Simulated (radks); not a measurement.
Values are calculated unless marked as measured or tabulated.
Valence configurations of Al (all share [Ne]). Code: a radial shooting solver on a logarithmic mesh with Libxc functionals. Model: non-relativistic Kohn-Sham, PBEsol, spin-polarised, spherical densities, point nucleus; open shells are filled with parallel spins first. Energies are relative to 3s2 3p1; eigenvalues in eV for spin up.

| valence | E (eV) | moment (Bohr magnetons) | e(3p) | e(3s) |
|---|---|---|---|---|
| 3s2 3p1 | 0.000 | 1 | -2.991 | -7.984 |
| 3s1.5 3p1.5 | 1.915 | 2 | -3.492 | -8.646 |
| 3p3 | 8.762 | 3 | -4.424 | - |
| 3s1 3p2 | 3.402 | 3 | -3.875 | -9.184 |
| 3s0.5 3p2.5 | 6.070 | 3 | -4.159 | -9.520 |

NIST lists [Ne] 3s2 3p1 as the ground configuration; this level of theory agrees among the configurations tried. The energies are those of spherical high-spin densities, not of single terms.
